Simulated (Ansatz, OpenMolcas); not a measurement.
# The same job for Ansatz

This OpenMolcas 26.06 job computes doublet [BCNF2]−:

geom.xyz:
```
5

N     -0.715100     1.789700     0.801000
C     -0.319400     0.804800     0.359300
B      0.212000    -0.517400    -0.233800
F      1.451200    -0.872800    -0.026200
F     -0.578700    -1.277900    -0.941900
```

job.input:
```
&GATEWAY
  BasLib=$CurrDir
  Coord=geom.xyz
  Basis=6-311pGss
  Group=NoSym

&SEWARD

&SCF
  UHF
  Charge=-1
  Spin=2
  Thresholds=1e-10 1e-07 1e-07 1e-05
  PrOrbitals=1
```

```bash
$ export MOLCAS_MEM=1860
$ pymolcas job.input > job.log
```

(Basis files named in the input come from the Basis Set Exchange and aren't shown.)

The coordinates come from a PBE0-D4/def2-TZVP relaxation. That shape belongs to the parent species and isn't relaxed for this state.

It gives a total energy of -316.069068 Eh.

Write the same calculation for Ansatz 0.2.0 as an input file of the program's own.

For example:

molecule.yaml:
```yaml
crystal:
  periodic: [false, false, false]
  atoms:
    - {symbol: "N", position_ang: [-0.715100, 1.789700, 0.801000]}
    - {symbol: C, position_ang: [-0.319400, 0.804800, 0.359300]}
    - {symbol: B, position_ang: [0.212000, -0.517400, -0.233800]}
    - {symbol: F, position_ang: [1.451200, -0.872800, -0.026200]}
    - {symbol: F, position_ang: [-0.578700, -1.277900, -0.941900]}
basis:
  gaussian: {orbitals: 6-311+G_st__st_.json}
total_charge: -1
magnetization: {spin_polarized: true, initial_magnetization: 1}
hamiltonian: {xc: hf}
accuracy: high
output: {orbitals: {seedname: orbitals}}
```

```bash
$ ansatz run molecule.yaml --threads 1 --pin off --max-ram 3480MiB --events-out events.jsonl --progress --plain --runs-dir runs
```

(Basis files named in the input come from the Basis Set Exchange and aren't shown.)

Its energy is -316.069068 Eh, the same as the first but for the last digit, at most.
